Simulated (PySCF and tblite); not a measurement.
Values are calculated unless marked as measured or tabulated.
C₇H₅FO, numbered as in [O:1]=[CH:2][c:3]1[cH:4][cH:5][cH:6][c:7]([F:8])[cH:9]1.

The ensemble was built from 90 distance-geometry starts (ETKDG and KDG, MMFF94s, GFN2-xTB) and rests on PBE0-D3(BJ)/def2-SVP geometries. Weights use CAM-B3LYP-D3(BJ)/def2-TZVP (IEF-PCM, chloroform) energies plus GFN2-xTB zero-point and thermal terms (modes under about 100 cm⁻¹ blended into free rotors). Symmetry numbers and mirror images are counted. Conformers within 3 kcal/mol (GFN2-xTB free energy) were kept, 8 at most. GIAO shieldings: wB97X-D/pcSseg-1 (IEF-PCM, chloroform). Shifts are against TMS (¹H), TMS (¹³C), CFCl3 (¹⁹F) at the same level. Codes: tblite and PySCF.

What shifts does this protocol give at 298.15 K under fast conformational exchange?

¹H: 9.87 (H2, 1H), 8.01 (H4, 1H), 7.92 (H9, 1H), 7.89 (H5, 1H), 7.66 (H6, 1H) ppm. ¹³C: 199.7 (C2), 172.3 (C7), 144.0 (C3), 138.7 (C5), 134.4 (C4), 130.3 (C6), 123.7 (C9) ppm. ¹⁹F: -111.3 (F8) ppm.

How do the conformers differ?

Torsions listed: O1–C2–C3–C4.
| conformer | shape | weight % |
| --- | --- | --- |
| 1 | 180° | 59.3 |
| 2 | 1° | 40.7 |

```tsv
signal	1	2	average
H2	9.89	9.83	9.87
H4	7.86	8.22	8.01
H5	7.91	7.87	7.89
H6	7.66	7.67	7.66
H9	8.05	7.72	7.92
C2	199.7	199.8	199.7
C3	144.1	143.8	144.0
C4	137.4	130.0	134.4
C5	138.8	138.5	138.7
C6	130.4	130.1	130.3
C7	172.2	172.4	172.3
C9	120.5	128.3	123.7
F8	-111.2	-111.4	-111.3
```

Which signal moves most, for its nucleus, between 200 and 400 K through the change of populations alone?

C9: 123.4 ppm at 200 K, 123.6 ppm at 250 K, 123.7 ppm at 298.15 K, 123.8 ppm at 350 K, 123.9 ppm at 400 K.

Unscaled ¹⁹F shifts at such levels can be off by tens of ppm; differences between conformers or isomers are more reliable. Shifts are unscaled: against experiment ¹³C can be off by 15 ppm or more and ¹H by 0.8 ppm.
